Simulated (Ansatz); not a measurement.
`CB/C(F)=C\O` and `N/C(F)=C\O` differ in one atom or group.

Ansatz, PBE0-D4/def2-TZVP geometries, multiplicity 1. Each molecule was computed in one conformer, which needn't be the lowest.

| property | `CB/C(F)=C\O` |
| --- | --- |
| HOMO energy (PBE0/def2-TZVPP) / eV | -6.89 |
| HOMO energy (PBE/def2-TZVPP) / eV | -5.69 |
| size of the dipole moment (B3LYP/def2-TZVPP) / D | 2.94 |
| HOMO–LUMO gap (PBE/def2-TZVPP) / eV | 3.30 |
| HOMO–LUMO gap (ωB97M-V/def2-TZVPP) / eV | 9.57 |
| LUMO energy (PBE0/def2-TZVPP) / eV | -1.51 |

**Question.** Give the same properties after the change, and the shifts. (An estimate is asked.)

**Answer.** Ansatz gave: 
```csv
property,`N/C(F)=C\O`,shift
HOMO energy (PBE0/def2-TZVPP) / eV,-6.37,0.52
HOMO energy (PBE/def2-TZVPP) / eV,-5.07,0.62
size of the dipole moment (B3LYP/def2-TZVPP) / D,2.08,-0.86
HOMO–LUMO gap (PBE/def2-TZVPP) / eV,4.99,1.69
HOMO–LUMO gap (ωB97M-V/def2-TZVPP) / eV,10.76,1.19
LUMO energy (PBE0/def2-TZVPP) / eV,0.75,2.26
```

With PBE0 the HOMO rises by 0.52 eV and the LUMO rises by 2.26 eV, so the gap widens by about 1.74 eV. PBE moves the HOMO by 0.62 eV and ωB97M-V by 0.45 eV. Dipoles are sizes alone; their direction can turn.

B3LYP here is the variant with VWN-RPA as its local correlation; programs differ in this.
